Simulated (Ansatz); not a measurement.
`C[SiH](N)CS` + `N=[C](O)[GeH2][NH2]` → `C[SiH](N)[GeH2][NH2]` + `N=C(O)CS`  (formal exchange of groups at the Si–C bond)

Gas-phase electronic energies from Ansatz, PBE0-D4/def2-TZVP geometries. CCSD(T)/CBS adds triple-zeta CCSD(T) − MP2 to the extrapolated MP2 energy (def2 sets, frozen cores). For Ge outer-core shells are correlated without core-valence functions, which leaves a few kJ/mol of doubt a bond. Scalar relativity is left out up to krypton. One conformer a species, not always the lowest.

| species | CCSD(T)/CBS(def2) energy (Eh) |
| --- | --- |
| `C[SiH](N)CS` | -823.13136 |
| `N=[C](O)[GeH2][NH2]` | -2302.34950 |
| `C[SiH](N)[GeH2][NH2]` | -2518.72420 |
| `N=C(O)CS` | -606.75738 |

(1) Work out ΔE.

Largest T1 diagnostic among the species: 0.013.

## Answers

(1) ΔE = (-2518.72420) + (-606.75738) − (-823.13136) − (-2302.34950) = -0.00072 Eh = -1.9 kJ/mol.
